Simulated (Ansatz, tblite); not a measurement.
Spin states of the cluster Nb₂O₂⁺ (the lowest doublet isomer of a short search), each relaxed with r2SCAN-D4/def2-TZVP in Ansatz. Electronic energies in the gas phase.

In the def2 sets Nb takes a core potential; there is no spin–orbit coupling. The xTB rows come from tblite. Correlated methods freeze 2 core orbitals; core or outer-core shells of Nb are correlated, in sets that lack core-valence functions. The structure comes from a short search, and lower isomers may exist.

Doublet geometry (C2v within 0.1 Å):

```xyz
4

Nb    0.485   -0.293    1.418
Nb    1.075   -0.129   -1.076
O    -0.442    0.305   -1.599
O    -1.118    0.117    1.258
```

Quartet geometry (C2v within 0.1 Å):

```xyz
4

Nb   -0.9830   -1.1157    0.7414
Nb    1.4246   -0.4831   -0.7055
O     1.0818    1.1417   -0.8008
O    -1.5235    0.4571    0.7649
```

⟨S²⟩: doublet 0.95 at PBE0-D4/def2-TZVP (pure 0.75), quartet 3.77 at PBE0-D4/def2-TZVP (pure 3.75).

Run but left out: HF/def2-TZVP, r2SCAN0-D4/def2-TZVP, LC-ωPBE/def2-TZVP, B2PLYP/def2-TZVP, PBE-QIDH/def2-TZVP (doublet: ⟨S²⟩ 1.17 to 2.46, where a pure state has 0.75); MP2/def2-TZVP, CCSD/def2-TZVP, CCSD(T)/def2-TZVP (flagged by the program: other amplitudes).

Only these spin states were relaxed. Higher spins weren't run and may lie lower.

| level | quartet − doublet (kcal/mol) | lowest of these |
| --- | --- | --- |
| GFN1-xTB | 24.8 | doublet |
| GFN2-xTB | 4.6 | doublet |
| PBE-D4/def2-TZVP | 12.8 | doublet |

Q: Estimate the rows for r2SCAN-D4/def2-TZVP, PBE0-D4/def2-TZVP, RPA@PBE/def2-TZVP.

A: 
```tsv
level	quartet − doublet (kcal/mol)	lowest of these	remarks
r2SCAN-D4/def2-TZVP	6.2	doublet	–
PBE0-D4/def2-TZVP	3.2	doublet	spin-contaminated (⟨S²⟩ 0.95) (doublet)
RPA@PBE/def2-TZVP	9.9	doublet	–
```

The xTB methods have no spin-polarisation term.
